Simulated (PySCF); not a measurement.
# Correlation energy of Sb (antimony, neutral)

[Kr] 4d10 5s2 5p3, high-spin 4S determinant. All numbers are calculated (PySCF 2.14, scalar relativity through the core potential, in aug-cc-pVDZ-PP with ECP28MDF). Frozen: 4s2 4p6 4d10; 5 electrons correlated.

MP2 pair energies summed by pair of shells (mhartree):

| pair | energy | share (%) |
| --- | --- | --- |
| 5s-5p | -30.62 | 64.0 |
| 5p-5p | -11.10 | 23.2 |
| 5s-5s | -6.13 | 12.8 |

Total MP2 correlation energy: -47.85 mhartree.

Same-spin part -13.38 and opposite-spin part -34.47 mhartree; SCS-MP2 scales them by 1/3 and 6/5 to -45.82 mhartree.

```json
{"level": "CCSD", "correlation energy (mhartree)": "-60.99"}
{"level": "(T)", "correlation energy (mhartree)": "-0.93"}
{"level": "CCSD(T)", "correlation energy (mhartree)": "-61.92"}
```

Diagnostics: T1 = 0.0036, D1 = 0.0079, largest double amplitude 0.040.

Task: Is a single reference adequate?

Result: Yes, within this model without spin-orbit coupling: T1 lies below 0.03 and no double amplitude reaches 0.07.
